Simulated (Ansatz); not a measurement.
```yaml
crystal:
  periodic: [false, false, false]
  atoms:
    - {symbol: Cl, position_ang: [-1.747378, 0.159992, -0.195498]}
    - {symbol: In, position_ang: [0.139981, 1.829583, 0.246142]}
    - {symbol: Cl, position_ang: [1.747139, -0.160235, 0.197446]}
    - {symbol: In, position_ang: [-0.139957, -1.829561, -0.246313]}
    - {symbol: H, position_ang: [0.378664, 2.596472, -1.251234]}
    - {symbol: H, position_ang: [-0.011251, 2.204699, 1.896482]}
    - {symbol: H, position_ang: [0.011449, -2.202609, -1.897111]}
    - {symbol: H, position_ang: [-0.378637, -2.598342, 1.250087]}
basis:
  gaussian: {orbitals: def2-TZVPD, final_grid: {core_spheres: 5, valence_spheres: 4, degree: 11}}
hamiltonian: {xc: {name: HF}}
correlation: {method: mp2, frozen_orbitals: {Cl: 0}}
accuracy: high
```

```sh
$ ansatz run in.yaml --threads 4 --pin off --events-out ev --progress --plain --max-ram 10444MiB
```

Question: How does Ansatz answer? (An estimate is asked.)

Answer: Ansatz gave: The program refused the input.
```
Functional definition: HF
Error: "frozen_orbitals" has no count for In
```
